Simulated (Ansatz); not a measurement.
The cluster Ca₂Te₂, relaxed as a singlet with RKS PBE-D4/def2-SVP in Ansatz, starting from the GFN2-xTB geometry. Force threshold 0.02 eV/Å.

In the def2 sets Te takes a core potential; there is no spin–orbit coupling. The structure comes from a short search, and lower isomers may exist.

Start:

Cartesian coordinates in Å:
```
Ca 0.238 1.664 0.263
Ca -0.239 -1.665 -0.261
Te -1.424 0.481 -1.744
Te 1.425 -0.479 1.742
```

**Question.** Estimate the energy that the relaxation releases and the steps that it takes.

**Answer.** 0.2 kcal/mol, in 3 steps; 2.8 s on 4 threads of Arm Neoverse V2 on a shared host. No frequencies were taken in this run, so the end may be a saddle point.

**Question.** Does the start keep its bonding and symmetry?

**Answer.** By distances, no bond broke or formed. The bond that changes most is Ca1–Te4, from 2.86 to 2.89 Å (atoms count from 1). Point group D2h at the start, D2h at the end, both within 0.05 Å.

**Question.** Predict the relaxed structure.

**Answer.** 
Cartesian coordinates in Å:
```
Ca 0.242 1.689 0.267
Ca -0.242 -1.690 -0.267
Te -1.432 0.482 -1.753
Te 1.432 -0.482 1.753
```
Bond lengths (bridged metal pairs left out): 4 × Ca–Te 2.89 Å.
